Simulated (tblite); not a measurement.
Question: Give a GFN2-xTB geometry of `C=C(F)/C(F)=C/C(F)(F)F`.

Answer: 
Z-matrix in Å and degrees, rows numbered from 1:
```
C 
C   1  1.3266
F   2  1.3465  1  120.85
C   2  1.4591  1  125.90  3   179.87
F   4  1.3348  2  113.89  1     1.20
C   4  1.3346  2  124.78  1  -178.59
C   6  1.4972  4  123.02  2  -179.91
F   7  1.3391  6  111.02  4  -172.67
F   7  1.3406  6  113.10  4   -52.76
F   7  1.3438  6  112.54  4    68.01
H   1  1.0742  2  120.56  3  -179.85
H   1  1.0748  2  120.92  3     0.07
H   6  1.0770  4  120.73  2    -0.60
```

The 4 C–C bonds span 1.327 Å (C1=C2, drawn double) to 1.497 Å (C6–C7, drawn single), a spread of 0.170 Å. Of the pairs four or more bonds apart, F3···H13 is among the closest relative to their van der Waals radii: 2.45 Å, 92 % of the sum of Bondi's values.

The geometry is computed with GFN2-xTB (gas phase).

Point group: C1 (no symmetry element, even within 0.4 Å). Its GFN2-xTB frequencies are all real (lowest 22 cm⁻¹). The numbers are those of one conformer (C1–C2–C4–F5 1°).

On one thread, Arm Neoverse V1 (aarch64), shared host with 32 logical CPUs at a one-minute load of 31, this took 0.23 s. These figures are those of the optimisation.
